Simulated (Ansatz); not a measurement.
A structure relaxed at PBE0-D4/def2-TZVP, charge 0, multiplicity 1:

```xyz
7

O    -0.605    1.386   -0.767
Si    0.107   -0.037   -0.420
S    -1.070   -1.045    1.038
Br    2.168    0.217    0.375
H    -0.787    1.987   -0.041
H     0.222   -0.753   -1.702
H    -0.036   -1.755    1.518
```

Give its formula and SMILES.

BrH3OSSi, `O[SiH](S)Br`.

Summarise the bond lengths by kind.

1 × O–Si 1.628 Å; 1 × H–O 0.960 Å; 1 × S–Si 2.127 Å; 1 × Br–Si 2.224 Å; 1 × H–Si 1.472 Å; 1 × H–S 1.343 Å.

Computed with Ansatz.
